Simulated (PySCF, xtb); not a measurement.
C₃H₆FNSi, SMILES F[SiH2]N1C=CC1. The values are those of a single conformer.

Harmonic wavenumbers (cm⁻¹) from xtb 6.7.1 with GFN2-xTB at its own minimum, in rising order: 47, 102, 138, 280, 420, 537, 546, 565, 675, 737, 794, 817, 824, 946, 969, 987, 1051, 1070, 1110, 1166, 1218, 1378, 1441, 1613, 2271, 2340, 2984, 2998, 3133, 3193.

Problem. What does PySCF 2.14.0 with PBE-D3(BJ)/def2-SVP give at its own minimum? (The exact figures need the calculation; the answer reports its results.)

Solution. 77, 86, 185, 267, 424, 517, 637, 638, 761, 827, 854, 874, 911, 922, 941, 956, 1032, 1055, 1064, 1173, 1209, 1329, 1398, 1567, 2203, 2216, 2979, 3043, 3135, 3220. Paired by order, the mean absolute difference is 42 cm⁻¹ and the zero-point energies are 52.0 and 52.2 kcal/mol.
